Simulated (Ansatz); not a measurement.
```xyz
7

C    -1.493    0.808   -1.222
C    -0.634    0.344   -0.520
Ge    0.703   -0.380    0.575
Cl    1.228   -2.324   -0.095
Cl    0.017   -0.513    2.578
Cl    2.434    0.846    0.529
H    -2.255    1.220   -1.845
```

Charge 0, multiplicity 1.

List the PBE/def2-TZVPP orbital energies in eV (Ansatz 0.2.0). (Best estimate.)

Computed: Occupied: -10807.06, -2739.49, -2739.49, -2739.49, -1340.27, -1193.70, -1193.70, -1193.67, -270.03, -269.82, -250.05, -250.05, -250.05, -190.77, -190.77, -190.77, -190.56, -190.56, -190.56, -190.56, -190.56, -190.56, -164.94, -116.40, -116.40, -116.33, -32.24, -32.24, -32.18, -32.13, -32.13, -21.61, -20.61, -20.61, -19.28, -15.04, -13.60, -11.18, -10.58, -10.58, -8.60, -8.60, -8.42, -8.29, -8.29, -7.93, -7.81, -7.81. Lowest empty: -2.38, -1.91, -1.91, 0.66, 0.99, 0.99, 1.25, 2.21.
